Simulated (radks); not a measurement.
Task: Sc3+, 18 electrons, occupied as [Ar]. Calculated with a radial shooting solver on a logarithmic mesh with Libxc functionals: non-relativistic Kohn-Sham, PBE, spin-polarised, spherical densities, point nucleus. Some entries of the table are withheld. Estimate them.

orbital  occ.  eigenvalue (Ry)  r(max) (bohr)  <r^2> (bohr^2)
1s          2        -323.6417            (1)        0.007272
2s          2        -36.95353            (2)             (3)
2p          6        -30.93529         0.2333          0.1175
3s          2         -6.30534         0.9261           1.295
3p          6              (4)            (5)           1.494

Result: 
(1) 1s r(max) (bohr): 0.04836
(2) 2s r(max) (bohr): 0.2859
(3) 2s <r^2> (bohr^2): 0.1416
(4) 3p eigenvalue (Ry): -4.74601
(5) 3p r(max) (bohr): 0.9583
